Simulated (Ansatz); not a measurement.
Ansatz (a program for electronic structure) input (HF/3-21G): The .json file is the Basis Set Exchange's 3-21G.

Ansatz 0.2 input:
```yaml
crystal:
  periodic: [false, false, false]
  atoms:
    - {symbol: O, position_ang: [-0.05989689, 1.47365484, 0.47225875]}
    - {symbol: Si, position_ang: [-0.10749166, -0.13344155, 0.43261043]}
    - {symbol: O, position_ang: [-1.17058197, -0.86697890, -0.52569953]}
    - {symbol: O, position_ang: [1.30585130, -0.34011466, -0.65564435]}
    - {symbol: H, position_ang: [-0.50762805, 2.27017197, 0.75334257]}
    - {symbol: H, position_ang: [0.22171582, -0.81479802, 1.66428529]}
    - {symbol: H, position_ang: [-2.09312187, -1.07106345, -0.67123467]}
    - {symbol: H, position_ang: [1.31271007, -1.01502139, -1.35962267]}
    - {symbol: H, position_ang: [1.96822768, 0.36640226, -0.77063553]}
basis:
  gaussian:
    orbitals: 3-21G.json
hamiltonian:
  xc: {name: HF}
total_charge: 1
phonons: {temperatures: {t_min: 298.15, t_max: 298.15, t_step: 100}}
```

Output:

```
Functional definition: HF
integrals: 0.01 GiB planned
538 factors; integrals over basis functions are off by at most 2.3e-4 eV
mean field: 0.10 GiB planned
mean field evaluation 1: about -13967.7207 eV, gradient 6.4e1 eV
mean field evaluation 2: about -13967.8703 eV, gradient 6.4e1 eV
mean field evaluation 4: about -13974.1691 eV, gradient 2.0e0 eV
mean field evaluation 8: about -13974.2135 eV, gradient 1.6e-1 eV
mean field -13974.21360635 eV, -513.5428779713 hartree, gradient 7.4e-5 eV, S^2 0.000000; 0 other end points of the search recorded, 0 dependent functions left out
the calculation of the forces begins
reference -13974.21360635 eV, -513.5428779713 hartree; 21, 21 occupied and 29, 29 virtual orbitals, 538 factors
these checks for a lower state are left out or cut short: stability, starts, cluster_reference, orbital_swaps, neighbouring_geometries, increment
integrals: 0.01 GiB planned
538 factors; integrals over basis functions are off by at most 2.3e-4 eV
mean field: 0.10 GiB planned
mean field evaluation 16: about -13974.2105 eV, gradient 1.3e0 eV
mean field -13974.21355946 eV, -513.5428762478 hartree, gradient 3.9e-6 eV, S^2 0.000000; 0 other end points of the search recorded, 0 dependent functions left out
the calculation of the forces begins
reference -13974.21355946 eV, -513.5428762478 hartree; 21, 21 occupied and 29, 29 virtual orbitals, 538 factors
these checks for a lower state are left out or cut short: stability, starts, cluster_reference, orbital_swaps, neighbouring_geometries, increment
integrals: 0.01 GiB planned
538 factors; integrals over basis functions are off by at most 2.3e-4 eV
mean field: 0.10 GiB planned
mean field -13974.21355670 eV, -513.5428761467 hartree, gradient 3.9e-6 eV, S^2 0.000000; 0 other end points of the search recorded, 0 dependent functions left out
the calculation of the forces begins
reference -13974.21355670 eV, -513.5428761467 hartree; 21, 21 occupied and 29, 29 virtual orbitals, 538 factors
these checks for a lower state are left out or cut short: stability, starts, cluster_reference, orbital_swaps, neighbouring_geometries, increment
integrals: 0.01 GiB planned
538 factors; integrals over basis functions are off by at most 2.3e-4 eV
mean field: 0.10 GiB planned
mean field evaluation 32: about -13973.9381 eV, gradient 1.4e0 eV
mean field -13974.21333058 eV, -513.5428678367 hartree, gradient 3.9e-6 eV, S^2 0.000000; 0 other end points of the search recorded, 0 dependent functions left out
the calculation of the forces begins
reference -13974.21333058 eV, -513.5428678367 hartree; 21, 21 occupied and 29, 29 virtual orbitals, 538 factors
these checks for a lower state are left out or cut short: stability, starts, cluster_reference, orbital_swaps, neighbouring_geometries, increment
integrals: 0.01 GiB planned
538 factors; integrals over basis functions are off by at most 2.3e-4 eV
mean field: 0.10 GiB planned
mean field -13974.21333301 eV, -513.5428679260 hartree, gradient 3.9e-6 eV, S^2 0.000000; 0 other end points of the search recorded, 0 dependent functions left out
the calculation of the forces begins
reference -13974.21333301 eV, -513.5428679260 hartree; 21, 21 occupied and 29, 29 virtual orbitals, 538 factors
these checks for a lower state are left out or cut short: stability, starts, cluster_reference, orbital_swaps, neighbouring_geometries, increment
integrals: 0.01 GiB planned
538 factors; integrals over basis functions are off by at most 2.3e-4 eV
mean field: 0.10 GiB planned
mean field -13974.21357830 eV, -513.5428769402 hartree, gradient 3.9e-6 eV, S^2 0.000000; 0 other end points of the search recorded, 0 dependent functions left out
the calculation of the forces begins
reference -13974.21357830 eV, -513.5428769402 hartree; 21, 21 occupied and 29, 29 virtual orbitals, 538 factors
these checks for a lower state are left out or cut short: stability, starts, cluster_reference, orbital_swaps, neighbouring_geometries, increment
integrals: 0.01 GiB planned
538 factors; integrals over basis functions are off by at most 2.3e-4 eV
mean field: 0.10 GiB planned
mean field evaluation 64: about -13974.2136 eV, gradient 2.0e-6 eV
mean field -13974.21358256 eV, -513.5428770970 hartree, gradient 3.9e-6 eV, S^2 0.000000; 0 other end points of the search recorded, 0 dependent functions left out
the calculation of the forces begins
reference -13974.21358256 eV, -513.5428770970 hartree; 21, 21 occupied and 29, 29 virtual orbitals, 538 factors
these checks for a lower state are left out or cut short: stability, starts, cluster_reference, orbital_swaps, neighbouring_geometries, increment
integrals: 0.01 GiB planned
538 factors; integrals over basis functions are off by at most 2.3e-4 eV
mean field: 0.10 GiB planned
[...]
integrals: 0.01 GiB planned
538 factors; integrals over basis functions are off by at most 2.3e-4 eV
mean field: 0.10 GiB planned
mean field -13974.21359119 eV, -513.5428774139 hartree, gradient 3.9e-6 eV, S^2 0.000000; 0 other end points of the search recorded, 0 dependent functions left out
the calculation of the forces begins
reference -13974.21359119 eV, -513.5428774139 hartree; 21, 21 occupied and 29, 29 virtual orbitals, 538 factors
these checks for a lower state are left out or cut short: stability, starts, cluster_reference, orbital_swaps, neighbouring_geometries, increment
integrals: 0.01 GiB planned
538 factors; integrals over basis functions are off by at most 2.3e-4 eV
mean field: 0.10 GiB planned
mean field evaluation 192: about -13974.2136 eV, gradient 2.3e-3 eV
mean field -13974.21359036 eV, -513.5428773834 hartree, gradient 3.9e-6 eV, S^2 0.000000; 0 other end points of the search recorded, 0 dependent functions left out
the calculation of the forces begins
reference -13974.21359036 eV, -513.5428773834 hartree; 21, 21 occupied and 29, 29 virtual orbitals, 538 factors
these checks for a lower state are left out or cut short: stability, starts, cluster_reference, orbital_swaps, neighbouring_geometries, increment
integrals: 0.01 GiB planned
538 factors; integrals over basis functions are off by at most 2.3e-4 eV
mean field: 0.10 GiB planned
mean field -13974.21358684 eV, -513.5428772542 hartree, gradient 3.9e-6 eV, S^2 0.000000; 0 other end points of the search recorded, 0 dependent functions left out
the calculation of the forces begins
reference -13974.21358684 eV, -513.5428772542 hartree; 21, 21 occupied and 29, 29 virtual orbitals, 538 factors
these checks for a lower state are left out or cut short: stability, starts, cluster_reference, orbital_swaps, neighbouring_geometries, increment
integrals: 0.01 GiB planned
538 factors; integrals over basis functions are off by at most 2.3e-4 eV
mean field: 0.10 GiB planned
mean field -13974.21358837 eV, -513.5428773104 hartree, gradient 3.9e-6 eV, S^2 0.000000; 0 other end points of the search recorded, 0 dependent functions left out
the calculation of the forces begins
reference -13974.21358837 eV, -513.5428773104 hartree; 21, 21 occupied and 29, 29 virtual orbitals, 538 factors
these checks for a lower state are left out or cut short: stability, starts, cluster_reference, orbital_swaps, neighbouring_geometries, increment
integrals: 0.01 GiB planned
538 factors; integrals over basis functions are off by at most 2.3e-4 eV
mean field: 0.10 GiB planned
mean field evaluation 224: about -13974.2136 eV, gradient 2.3e-4 eV
mean field -13974.21357185 eV, -513.5428767033 hartree, gradient 3.9e-6 eV, S^2 0.000000; 0 other end points of the search recorded, 0 dependent functions left out
the calculation of the forces begins
reference -13974.21357185 eV, -513.5428767033 hartree; 21, 21 occupied and 29, 29 virtual orbitals, 538 factors
these checks for a lower state are left out or cut short: stability, starts, cluster_reference, orbital_swaps, neighbouring_geometries, increment
integrals: 0.01 GiB planned
538 factors; integrals over basis functions are off by at most 2.3e-4 eV
mean field: 0.10 GiB planned
mean field -13974.21356840 eV, -513.5428765764 hartree, gradient 3.9e-6 eV, S^2 0.000000; 0 other end points of the search recorded, 0 dependent functions left out
the calculation of the forces begins
reference -13974.21356840 eV, -513.5428765764 hartree; 21, 21 occupied and 29, 29 virtual orbitals, 538 factors
these checks for a lower state are left out or cut short: stability, starts, cluster_reference, orbital_swaps, neighbouring_geometries, increment
integrals: 0.01 GiB planned
538 factors; integrals over basis functions are off by at most 2.3e-4 eV
mean field: 0.10 GiB planned
mean field -13974.21359349 eV, -513.5428774987 hartree, gradient 3.9e-6 eV, S^2 0.000000; 0 other end points of the search recorded, 0 dependent functions left out
the calculation of the forces begins
reference -13974.21359349 eV, -513.5428774987 hartree; 21, 21 occupied and 29, 29 virtual orbitals, 538 factors
these checks for a lower state are left out or cut short: stability, starts, cluster_reference, orbital_swaps, neighbouring_geometries, increment
integrals: 0.01 GiB planned
538 factors; integrals over basis functions are off by at most 2.3e-4 eV
mean field: 0.10 GiB planned
mean field -13974.21359216 eV, -513.5428774499 hartree, gradient 3.9e-6 eV, S^2 0.000000; 0 other end points of the search recorded, 0 dependent functions left out
the calculation of the forces begins
reference -13974.21359216 eV, -513.5428774499 hartree; 21, 21 occupied and 29, 29 virtual orbitals, 538 factors
these checks for a lower state are left out or cut short: stability, starts, cluster_reference, orbital_swaps, neighbouring_geometries, increment
integrals: 0.01 GiB planned
538 factors; integrals over basis functions are off by at most 2.3e-4 eV
mean field: 0.10 GiB planned
mean field evaluation 256: about -13974.2105 eV, gradient 1.3e0 eV
mean field -13974.21352648 eV, -513.5428750361 hartree, gradient 3.9e-6 eV, S^2 0.000000; 0 other end points of the search recorded, 0 dependent functions left out
the calculation of the forces begins
reference -13974.21352648 eV, -513.5428750361 hartree; 21, 21 occupied and 29, 29 virtual orbitals, 538 factors
these checks for a lower state are left out or cut short: stability, starts, cluster_reference, orbital_swaps, neighbouring_geometries, increment
integrals: 0.01 GiB planned
538 factors; integrals over basis functions are off by at most 2.3e-4 eV
mean field: 0.10 GiB planned
mean field -13974.21352048 eV, -513.5428748157 hartree, gradient 3.9e-6 eV, S^2 0.000000; 0 other end points of the search recorded, 0 dependent functions left out
the calculation of the forces begins
reference -13974.21352048 eV, -513.5428748157 hartree; 21, 21 occupied and 29, 29 virtual orbitals, 538 factors
these checks for a lower state are left out or cut short: stability, starts, cluster_reference, orbital_swaps, neighbouring_geometries, increment
integrals: 0.01 GiB planned
538 factors; integrals over basis functions are off by at most 2.3e-4 eV
mean field: 0.10 GiB planned
mean field -13974.21352096 eV, -513.5428748333 hartree, gradient 3.9e-6 eV, S^2 0.000000; 0 other end points of the search recorded, 0 dependent functions left out
the calculation of the forces begins
reference -13974.21352096 eV, -513.5428748333 hartree; 21, 21 occupied and 29, 29 virtual orbitals, 538 factors
these checks for a lower state are left out or cut short: stability, starts, cluster_reference, orbital_swaps, neighbouring_geometries, increment
integrals: 0.01 GiB planned
538 factors; integrals over basis functions are off by at most 2.3e-4 eV
mean field: 0.10 GiB planned
mean field evaluation 288: about -13974.2135 eV, gradient 2.6e-6 eV
mean field -13974.21352036 eV, -513.5428748110 hartree, gradient 3.9e-6 eV, S^2 0.000000; 0 other end points of the search recorded, 0 dependent functions left out
the calculation of the forces begins
reference -13974.21352036 eV, -513.5428748110 hartree; 21, 21 occupied and 29, 29 virtual orbitals, 538 factors
WARN: phonons: modes at or below zero, which the zero-point energy, F, S and C_V leave out: 1, the lowest at -51.75 cm⁻¹ …
Total energy: -13974.21360635 eV, -513.5428779713 hartree
Atom 0 at    -0.059897     1.473655     0.472259 Å, force     0.000576    -0.000575    -0.000890 eV/Å
Atom 1 at    -0.107492    -0.133442     0.432610 Å, force     0.000572    -0.001020     0.001756 eV/Å
Atom 2 at    -1.170582    -0.866979    -0.525700 Å, force     0.001036     0.000393    -0.000478 eV/Å
Atom 3 at     1.305851    -0.340115    -0.655644 Å, force     0.000058    -0.000376     0.000818 eV/Å
Atom 4 at    -0.507628     2.270172     0.753343 Å, force    -0.000733     0.000558     0.000204 eV/Å
Atom 5 at     0.221716    -0.814798     1.664285 Å, force    -0.000112     0.000453    -0.000939 eV/Å
Atom 6 at    -2.093122    -1.071063    -0.671235 Å, force    -0.000933     0.000136     0.000024 eV/Å
Atom 7 at     1.312710    -1.015021    -1.359623 Å, force     0.000268     0.001267     0.000201 eV/Å
Atom 8 at     1.968228     0.366402    -0.770636 Å, force    -0.000731    -0.000837    -0.000696 eV/Å
Dipole moment:     0.236346    -0.036610    -0.177178 e Å
Vibrations: -51.75 193.96 257.20 313.74 338.57 388.74 505.97 543.33 687.85 738.06 859.73 860.80 1019.99 1051.02 1208.06 1786.99 2543.48 3771.12 3863.40 4049.53 4058.55 cm⁻¹, zero-point energy 1.800257 eV
```

The blocks after the first are displaced geometries, from whose forces the wavenumbers follow.

The dipole moment of an ion depends on the origin.
